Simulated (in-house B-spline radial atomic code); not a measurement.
Successive ionisation energies of manganese; each step leads to the configuration of the next row (after the last: bare). Dirac energy differences include first-order Breit, QED and recoil terms. NIST's values go from ground level to ground level; the uncertainty of those that are theory runs from under 0.1 % in few-electron ions to several per cent in heavy many-electron ones. Computed with a B-spline radial code for spherical atoms: Dirac-Hartree-Fock, average of the configuration, finite nuclei.

```csv
ion,configuration,ionisation energy (eV),tabulated value (eV),tabulated kind,computed minus tabulated (eV),highest orbital,largest mean radius (bohr)
Mn15+,[He] 2s2 2p6,1135.1,1133.7,semi-empirical,1,2p3/2,0.2735
Mn16+,[He] 2s2 2p5,1229.6,1224.1,semi-empirical,6,2p3/2,0.26985
Mn17+,[He] 2s2 2p4,1327.0,1320.3,semi-empirical,7,2p3/2,0.26628
Mn18+,[He] 2s2 2p3,?,?,semi-empirical,?,?,?
Mn19+,[He] 2s2 2p2,1530.6,1537.2,semi-empirical,-7,2p3/2,0.25938
Mn20+,[He] 2s2 2p1,1636.7,1643.2,semi-empirical,-6,2p3/2,0.25604
Mn21+,[He] 2s2,?,?,semi-empirical,?,?,?
Mn22+,[He] 2s1,1879.7,1879.873,tabulated theory,0,2s1/2,0.24977
Mn23+,1s2,?,?,tabulated theory,?,?,?
Mn24+,1s1,8572.0,8571.954,tabulated theory,0,1s1/2,0.059329
```

(1) Fill in the row of Mn18+.

(2) Fill in the row of Mn21+.

(3) Fill in the row of Mn23+.

(4) Where is the largest jump?

Where a p, d or f electron is removed, the computed value is a mean over both j, so it misses the tabulated one by a part of the spin-orbit splitting; averaging over terms and missing correlation add to the gap, relatively most at low charge.

Results:

(1) ionisation energy (eV): 1427.4; tabulated value (eV): 1430.9; computed minus tabulated (eV): -4; highest orbital: 2p3/2; largest mean radius (bohr): 0.26279.

(2) ionisation energy (eV): 1781.9; tabulated value (eV): 1788.7; computed minus tabulated (eV): -7; highest orbital: 2s1/2; largest mean radius (bohr): 0.25278.

(3) ionisation energy (eV): 8139.2; tabulated value (eV): 8140.786; computed minus tabulated (eV): -2; highest orbital: 1s1/2; largest mean radius (bohr): 0.060247.

(4) From Mn22+ to Mn23+, by a factor of 4.33 (1879.7 to 8139.2 eV); the highest orbital goes from 2s1/2 to 1s1/2.
